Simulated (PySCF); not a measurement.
Screening by computed properties: pick the candidate that meets the target.

All species are isolated and taken at one optimised geometry, non-relativistic unless stated; the electronic structure was computed with PySCF and density fitting.

Dipoles, sizes and rotational constants follow the conformer. The torsions of the flexible species, by atom-mapped SMILES:
- `[CH2:1]=[CH:2][P@H:3](=[O:4])[CH:5]([CH3:6])[CH3:7]`: C1–C2–P3–O4 3°, C2–P3–C5–C6 -169°
- `[CH2:1]=[C:2]([C:3]#[N:4])/[C:5]([F:6])=[CH:7]/[CH2:8][CH3:9]`: C1–C2–C5–F6 0°, C5–C7–C8–C9 -122°
- `[CH3:1][CH:2]([CH3:3])[C@@H:4]1[CH2:5][P@@H:6]1=[O:7]`: C1–C2–C4–C5 157°

**Question.** Wanted: lowest triplet excitation (Tamm–Dancoff) below 5 eV (TDA B3LYP/def2-SVPD) and electronic spatial extent ⟨r²⟩ about the centre of nuclear charge below 1300 bohr² (B3LYP/def2-SVPD), at GFN2-xTB geometries. Which candidate meets both?
A. `C=C[P@H](=O)C(C)C` (C5H11OP)
B. `[P@H]1([C@@H](C1)C(C)C)=O` (C5H11OP)
C. `C=C(C#N)/C(F)=C/CC` (C7H8FN)
D. `P` (PH3)

**Answer.** A. Computed values:
```csv
species,lowest triplet excitation (Tamm–Dancoff),electronic spatial extent ⟨r²⟩ about the centre of nuclear charge
C=C(C#N)/C(F)=C/CC (C7H8FN),2.94 eV,1477 bohr²
C=C[P@H](=O)C(C)C (C5H11OP),4.43 eV,1025 bohr²
[P@H]1([C@@H](C1)C(C)C)=O (C5H11OP),5.48 eV,1037 bohr²
P (PH3),6.11 eV,54 bohr²
```

**Question.** Wanted: static isotropic polarisability below 60 au (B3LYP/def2-SVPD) and lowest singlet excitation above 5.2 eV (TDDFT B3LYP/def2-SVPD), at GFN2-xTB geometries. Which candidate meets both?
A. `[P@H]1([C@@H](C1)C(C)C)=O` (C5H11OP)
B. `C=C(C#N)/C(F)=C/CC` (C7H8FN)
C. `C=C[P@H](=O)C(C)C` (C5H11OP)
D. `P` (PH3)

**Answer.** D. Computed values:
| species | static isotropic polarisability | lowest singlet excitation |
| --- | --- | --- |
| P (PH3) | 28.8 au | 7.18 eV |
| [P@H]1([C@@H](C1)C(C)C)=O (C5H11OP) | 85.0 au | 5.93 eV |
| C=C[P@H](=O)C(C)C (C5H11OP) | 87.5 au | 5.55 eV |
| C=C(C#N)/C(F)=C/CC (C7H8FN) | 95.7 au | 4.90 eV |
